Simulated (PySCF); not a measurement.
A GIAO shielding run with PySCF 2.14 (density fitting, non-relativistic, gas phase) on Cu(C2H4)H (SMILES [H][Cu]1<-[CH2]=[CH2]->1):

```
{"job": {"kind": "nmr", "xc": "PBE0", "basis": {"default": "pcSseg-1", "Cu": "pcSseg-2"}}, "charge": 0, "multiplicity": 1}
Cu    -0.005096     0.011031    -1.334684
C     -0.383094     0.555636     0.655334
C      0.388075    -0.566646     0.641123
H      0.060942     1.553051     0.740401
H     -1.473582     0.498753     0.738062
H     -0.055218    -1.565519     0.711664
H      1.479282    -0.510922     0.714523
H     -0.011300     0.024615    -2.866423
```

Hardware: 1 thread of an x86-64 server CPU, shared host. The job also computes population analyses, field gradients.

Problem. How large is the calculation?

Solution. 46 electrons, 132 basis functions and 602 auxiliary functions.

Problem. How long does it take?

Solution. 14 s of wall time, with 13 SCF cycles and 5 response iterations. Times on a shared host scatter by some tens of per cent.

Problem. And these other runs on the same molecule and hardware: GIAO shielding at B3LYP/pcSseg-1 (pcSseg-2 on Cu); GIAO shielding at PBE/pcSseg-1 (pcSseg-2 on Cu); spin–spin coupling at PBE/pcJ-1 (pcSseg-1 on Cu)?

Solution. B3LYP/pcSseg-1 (pcSseg-2 on Cu): 132 functions, 11 s; PBE/pcSseg-1 (pcSseg-2 on Cu): 132 functions, 22 s; PBE/pcJ-1 (pcSseg-1 on Cu): 149 functions, 23 s.
